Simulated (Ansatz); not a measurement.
C3H3, SMILES `C1=C[CH-]1` (singlet; the order of the spin states depends on the level) (charge -1, multiplicity 1). This singlet lies 0.39 eV below the relaxed triplet at the level frozen-core CCSD(T)/aug-cc-pVTZ // B3LYP-D3(BJ)/def2-TZVP (Ansatz, an electronic-structure program); other levels give the other order.

Cartesian coordinates (Å):
```xyz
6

C     -0.3944    -0.6181     0.2503
C     -0.2889     0.6413    -0.0167
C      0.9171     0.0572     0.8292
H     -1.1049    -1.4351     0.3288
H     -0.8571     1.5224    -0.2981
H      1.7283    -0.1677     0.0881
```
Charge -1, spin multiplicity 1.

The restricted HF start is unstable towards unrestricted orbitals.

### Question
Give the natural occupations of the active orbitals, the CASSCF energy and the corrected energy for frozen-core fic-MRCISD+Q@CASSCF(2e,2o)/aug-cc-pVTZ // B3LYP-D3(BJ)/def2-TZVP run with Ansatz.

### Answer

| Quantity | Result |
|---|---|
| natural occupations | 1.91, 0.09 |
| CASSCF energy | -115.1939 Ha |
| corrected energy | -115.7018 Ha |
| weight of the reference | 0.874 |
